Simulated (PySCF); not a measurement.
# CH5O4PSi

CH5O4PSi is a carbene (divalent C1, bonded to 1 O + 1 Si), neutral, singlet. The structure, one conformer, was relaxed in the gas phase by PBE0-D3(BJ)/def2-SVP. No frequency run checks that it is a minimum.

The lowest triplet lies only 0.41 eV up at this geometry (Tamm-Dancoff CAM-B3LYP/def2-SVPD) and falls further when it relaxes, so it may lie near or below this singlet. Shieldings at and next to the centre that carries it rest on this small gap and are unreliable.

SMILES: O=P(O)(O)O[C][SiH3]

Coordinates in Å:
```
C1      1.007   -1.373   -0.366
Si2     0.357   -1.370    1.445
O3      0.735   -0.447   -1.235
P4     -0.152    0.956   -0.849
O5      0.513    1.731    0.209
O6     -0.344    1.579   -2.296
O7     -1.608    0.380   -0.566
H8     -0.204   -2.747    1.580
H9     -0.674   -0.406    1.995
H10     1.609   -1.250    2.247
H11     0.402    2.133   -2.562
H12    -1.811    0.410    0.382
```

Shieldings: GIAO PBE0/pcSseg-1. Shifts are against computed references at the same level: C TMS (σ 184.4 ppm), H TMS (σ 31.27 ppm), Si TMS (σ 352.0 ppm). Core levels by delta-SCF with SCAN, pcX-2 on the ionised atom and pcseg-1 elsewhere, spin-free X2C (2p3/2 is the spin-free 2p value less a third of a first-order spin-orbit splitting); from the vacuum level, for chosen atoms.

(1) Give the shieldings and core levels atom by atom.

(2) Which of O3, O5 holds its core electrons tightest, and by how much against the loosest?

(3) By CAM-B3LYP/def2-SVPD (TDDFT singlets, Tamm-Dancoff triplets, ionisation by delta-SCF), where does absorption start, and what does vertical ionisation take?

Answers

(1) 
| atoms | bonded to | σ (ppm) | δ (ppm) | core level (eV) |
| --- | --- | --- | --- | --- |
| C1 | 1 O + 1 Si | -749.1 | 933.6 | - |
| Si2 | 1 C + 3 H | 426.3 | -74.3 | 2p3/2 106.84 |
| O3 | 1 C + 1 P | -443.8 | - | 1s 540.47 |
| P4 | 4 O | 358.1 | - | 2p3/2 140.70 |
| O5 | 1 P | 166.1 | - | 1s 537.95 |
| O6 | 1 P + 1 H | 233.3 | - | - |
| O7 | 1 P + 1 H | 217.9 | - | - |
| H8 H9 H10 | 1 Si | 25.44 | 5.82 | - |
| H11 | 1 O | 26.38 | 4.89 | - |
| H12 | 1 O | 27.86 | 3.41 | - |

Values are those of this one static structure, with the three H of a rotating XH3 group averaged; atoms that internal rotation interchanges would show their mean in an NMR spectrum. The mean hides a wide spread in H8 H9 H10 (σ from 24.2 to 27.2 ppm).

Core levels of C1 are left out, their hole states being strongly spin-contaminated.

(2) O3 (bonded to 1 C + 1 P), by 2.52 eV over O5 (bonded to 1 P).

(3) The first singlet with intensity lies at 4.85 eV (f 0.034); what lies below it is dark. The lowest singlet lies at 1.47 eV (f 0.000), the strongest of the first 6 at 5.82 eV (f 0.065), the lowest triplet at 0.41 eV; vertical ionisation takes 8.10 eV.

The 3 runs behind this took 3 min in all, one thread each of Arm Neoverse V2 on a shared host, launched as `OMP_NUM_THREADS=1 python cluster_run.py task.json out`.
